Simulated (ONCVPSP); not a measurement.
# Cutoff test, Ni, ONCV

ONCVPSP 4.0.1 input, shortened (lines: element, Z, core and valence counts, functional; n l f; lmax; l rc ep ncon nbas qcut; lloc lpopt rc5 dvloc0; l nproj debl; icmod fcfact rcfact), PBE, scalar-relativistic:

```
  Ni 28.00    3    4        4      upf
    1    0    2.00
    2    0    2.00
    2    1    6.00
    3    0    2.00
    3    1    6.00
    3    2    8.00
    4    0    0.50
    2
    0    1.40    0.00    4    7    7.30
    1    1.05    0.00    4    7   16.70
    2    1.40    0.00    3    7   10.60
    4    3    0.80    1.00
    0    2    3.60
    1    2    1.10
    2    2    0.40
    0    0.00    0.00
```

In the p channel the program set the typed energies aside and used -3.147, 0.250 Ha. In the d channel the program set the typed energies aside and used -0.845, 0.250 Ha.

Q: For each optimised wave give the share of its norm inside rc, the residual kinetic energy above qcut (Ha) and the cutoffs (Ha) for errors of 10, 1, 0.1 and 0.01 mHa per electron.

A:

| wave | norm inside rc | residual KE | 10 mHa | 1 mHa | 0.1 mHa | 0.01 mHa |
| --- | --- | --- | --- | --- | --- | --- |
| 3s | 0.976 | 1.3e-05 | 11.8 | 15.1 | 17.7 | 34.4 |
| 4s | 0.085 | 8.0e-05 | 8.8 | 12.3 | 25.7 | 74.9 |
| 3p | 0.822 | 3.9e-08 | 31.1 | 67.2 | 91.0 | 107.7 |
| p projector 2 | 0.022 | 2.2e-09 | 21.5 | 30.9 | 65.0 | 90.1 |
| 3d | 0.817 | 1.0e-05 | 39.4 | 45.9 | 51.3 | 59.1 |
| d projector 2 | 0.083 | 7.2e-06 | 35.9 | 44.2 | 50.5 | 56.1 |

The occupied waves need 67 Ha and 91 Ha for 1 and 0.1 mHa.
